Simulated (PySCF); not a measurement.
# Calculated NMR parameters of COc1cnn(CC(F)(F)F)n1

```
Formula                               : C5H6F3N3O
SMILES                                : COc1cnn(CC(F)(F)F)n1
InChI                                 : InChI=1S/C5H6F3N3O/c1-12-4-2-9-11(10-4)3-5(6,7)8/h2H,3H2,1H3
Point group of the computed structure : C1
Degrees of unsaturation               : 3
Carbon signals                        : 5
Proton signals                        : 3
```

Structure with atom numbers: `[CH3:1][O:2][c:3]1[cH:4][n:5][n:6]([CH2:7][C:8]([F:9])([F:10])[F:11])[n:12]1`. Each H is labelled by its parent atom.

[PySCF 2.14.0 with density-fitted response routines: GIAO PBE0/pcSseg-1 shieldings; geometry from GFN2-xTB; averaged over atoms made equivalent by symmetry, fast rotation or ring inversion; gas phase; no relativistic terms; one computed conformer]

Scale: TMS for ¹H (σref 31.72) and ¹³C (σref 186.93); CFCl3 for ¹⁹F (σref 170.95); ¹⁵N (σref 267.73) vs NH3; ¹⁷O (σref 336.08) vs H2O (reference shieldings calculated alike).

```tsv
carbon	δC, type	δH (multiplicity)	HMBC from (2–3 bonds)	span of the C tensor (ppm)
C1	58.3, CH3	4.13 (s)	–	76
C3	170.0, C	–	H(C4), H(C1)	115
C4	126.5, CH	7.23 (s)	–	142
C7	58.6, CH2	4.72 (m)	–	37
C8	132.3, C	–	H(C7)	8
```

Other nuclei:
```csv
atoms,nucleus,environment,δ (ppm),σ (ppm)
F9/F10/F11,¹⁹F,fluorine of a CF3 group,-87.7,258.6
N5,¹⁵N,pyridine-type nitrogen of an azole,374.3,-106.6
N12,¹⁵N,pyridine-type nitrogen of an azole,323.0,-55.2
N6,¹⁵N,pyrrole-type ring nitrogen,239.7,28.1
O2,¹⁷O,ether oxygen,79.7,256.4
```

- Carbon types of the structure: 2 × C, 1 × CH, 1 × CH2, 1 × CH3, which accounts for all hydrogens.
- δC 170.0: aromatic carbon bearing oxygen; an ipso carbon deshielded by its heteroatom.
- δC 132.3: CF3 carbon; 3 electronegative neighbours deshield it.
- δC 126.5: aromatic CH next to a ring nitrogen.
- δH 7.23: hydrogen on an aromatic CH next to a ring nitrogen; the ring current deshields protons in the ring plane.
- δH 4.72: hydrogen on an sp3 CH2 bonded to N; its carbon carries N, an electronegative neighbour.

Splittings by ¹⁹F in the carbon and heteronuclear signals aren't shown, as no couplings were computed. Shifts are as computed. Against solution values, carbons near 30 ppm lie about +3 ppm off and those near 130 ppm about +5 ppm. Of 1211 compounds with measured shifts, 218 miss one by over three times the rms of a fit or turn the order of signals round; such compounds aren't used in these exercises. Unscaled 19F shifts against computed CFCl3 carry errors that often reach 10 to 50 ppm. Experimental scales use liquid or dissolved standards, which lie at an offset from isolated NH3 (liquid NH3: subtract about 20 ppm) and H2O (liquid H2O: subtract about 36 ppm). Unscaled 15N shifts of sp2 nitrogen come out 20 to 40 ppm too high even then. No couplings were computed; multiplicities are counted from neighbouring protons, with m where these are inequivalent, close in shift, in a saturated or five-membered ring or joined by F or P, and br s for small geminal =CH2 splittings.
